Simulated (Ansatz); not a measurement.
The same molecule with X = Cu, Ag, Au. Ansatz, PBE0-D4/def2-TZVP geometries, multiplicity 1. Each molecule was computed in one conformer, which needn't be the lowest.

Elements past krypton have def2 core potentials. Scalar relativity is left out up to krypton. Spin–orbit coupling is left out; it splits and shifts lone-pair levels of the heavy atoms by tenths of an eV.

```json
{"X": "Ag", "molecule": "`F[P+](F)(F)[Ag-][Br]`", "mean X–Br bond length / Å": "2.391", "mean X–P bond length / Å": "2.290", "size of the dipole moment (B3LYP/def2-TZVPP) / D": "5.50", "HOMO–LUMO gap (PBE/def2-TZVPP) / eV": "3.54", "LUMO energy (B3LYP/def2-TZVPP) / eV": "-2.09"}
{"X": "Au", "molecule": "`F[P+](F)(F)[Au-][Br]`", "mean X–Br bond length / Å": "2.372", "mean X–P bond length / Å": "2.181", "size of the dipole moment (B3LYP/def2-TZVPP) / D": "4.26", "HOMO–LUMO gap (PBE/def2-TZVPP) / eV": "4.17", "LUMO energy (B3LYP/def2-TZVPP) / eV": "-1.86"}
```

Problem. Give the row for X = Cu, `F[P+](F)(F)[Cu-][Br]`. (An estimate is asked.)

Solution. Computed: 
```tsv
X	molecule	mean X–Br bond length / Å	mean X–P bond length / Å	size of the dipole moment (B3LYP/def2-TZVPP) / D	HOMO–LUMO gap (PBE/def2-TZVPP) / eV	LUMO energy (B3LYP/def2-TZVPP) / eV
Cu	`F[P+](F)(F)[Cu-][Br]`	2.211	2.135	4.90	3.60	-2.09
```

From Cu to Au the mean X–Br bond length isn't monotonic: highest at Ag, lowest at Cu; the mean X–P bond length isn't monotonic: highest at Ag, lowest at Cu; the HOMO–LUMO gap (PBE/def2-TZVPP) isn't monotonic: highest at Au, lowest at Ag; the LUMO energy (B3LYP/def2-TZVPP) isn't monotonic: highest at Au, lowest at Cu. Dipoles are sizes alone, and their direction can turn along the series.

Positive LUMOs are unbound, so they and the gaps depend on the basis.

B3LYP here is the variant with VWN-RPA as its local correlation; programs differ in this.
